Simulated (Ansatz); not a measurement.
Cost and result for the atomization energy of C4H5F3 (`FC/C=C/C(F)F`) (12 atoms, 11 bonds).

Cartesian coordinates in Å:
```
F -1.615 1.851 -0.431
C -0.338 1.918 0.075
C 0.297 0.579 0.159
C -0.290 -0.551 -0.198
C 0.369 -1.881 -0.106
F 1.588 -1.801 0.483
F -0.391 -2.723 0.649
H 0.250 2.580 -0.572
H -0.389 2.378 1.069
H 1.312 0.567 0.547
H -1.301 -0.557 -0.590
H 0.505 -2.360 -1.083
```

Charge 0, multiplicity 1. The geometry is a stationary point of PBE0-D4/def2-TZVP. It is one conformer, not always the lowest. Program: Ansatz. All runs use 4 threads of an Arm Neoverse V1 on a shared host. Times are those of one run each, without the atoms' runs, and a repeat can differ threefold. Electronic energies, without spin–orbit coupling; frozen cores. CCSD(T)/CBS adds CCSD(T) − MP2 in def2-TZVPP to the MP2 limit, and its time is that of the two runs behind it. T1 = 0.011. HSE06 is the plane-wave form, built on full-range PBE exchange.

CCSD(T)/CBS is a level of theory with its own doubt, some kJ/mol a heavy atom from the limit and from the frozen cores, so smaller differences don't rank the functionals.

```tsv
level	functions	wall time	atomization (kcal/mol)	difference from CCSD(T)/CBS	per bond
HSE06-D4/def2-TZVPP	287	6 s	1197.9	13.1	1.2
PBE0-D4/def2-TZVPP	287	6 s	1196.8	12.0	1.1
BHLYP-D4/def2-TZVPP	287	6 s	1138.6	-46.2	-4.2
r2SCAN-D4/def2-TZVPP (with forces)	287	7.5 s	1192.3	7.5	0.7
CAM-B3LYP-D4/def2-TZVPP	287	7.5 s	1194.3	9.5	0.9
r2SCANh-D4/def2-TZVPP	287	9.5 s	1181.8	-3.0	-0.3
B2PLYP/def2-TZVPP	287	11 s	1175.2	-9.6	-0.9
ωB97X-V/def2-TZVPP	287	13 s	1188.5	3.7	0.3
ωB97M-V/def2-TZVPP (with forces)	287	18 s	1190.2	5.4	0.5
CCSD(T)/def2-SVP	123	25 s	1135.4	-49.4	-4.5
MP2/def2-QZVPP	549	57 s	1205.9	21.1	1.9
CCSD(T)/def2-TZVPP	287	12 min	1155.4	-29.4	-2.7
CCSD(T)/CBS(def2)	–	13 min	1184.8	0.0	0.0
```

The D4 term adds +7.8 kcal/mol with B3LYP and +4.1 kcal/mol with PBE0; it sums over pairs of atoms, weighted by their polarisabilities, and B3LYP, whose exchange is more repulsive, gets the larger term. In def2-TZVPP, CCSD(T) changes the Hartree–Fock value by +300.7 kcal/mol (the triples alone add +20.6 kcal/mol) and MP2 by +333.8 kcal/mol; breaking electron pairs costs correlation energy, which Hartree–Fock lacks. At CCSD(T), def2-SVP lies −49.4 kcal/mol from the extrapolated value and def2-TZVPP −29.4 kcal/mol: correlation converges slowly with the basis, and small sets miss more of it in the bonded molecule than in its fragments.

B3LYP here is the variant with VWN-RPA as its local correlation; programs differ in this.
